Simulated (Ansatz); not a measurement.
Ansatz (a quantum-chemistry and plane-wave program) input:

Ansatz 0.2 input:
```yaml
crystal:
  periodic: [false, false, false]
  atoms:
    - {symbol: O, position_ang: [-0.00000000, -0.00000000, -1.57305499]}
    - {symbol: Sn, position_ang: [0.00000000, 0.00000000, 0.30243482]}
    - {symbol: H, position_ang: [-0.00000000, -0.00000000, -2.53730097]}
basis:
  gaussian:
    orbitals: def2-TZVP
hamiltonian:
  xc: b3lyp
  dispersion: d3bj
total_charge: 1
phonons: {temperatures: {t_min: 298.15, t_max: 298.15, t_step: 100}}
```

Q: Which total energy does the run end on?

A: -289.99574 Eh (B3LYP-D3(BJ)/def2-TZVP). The basis has 87 functions. The run takes very roughly 21 core-seconds.

It need not be the lowest isomer of its formula.
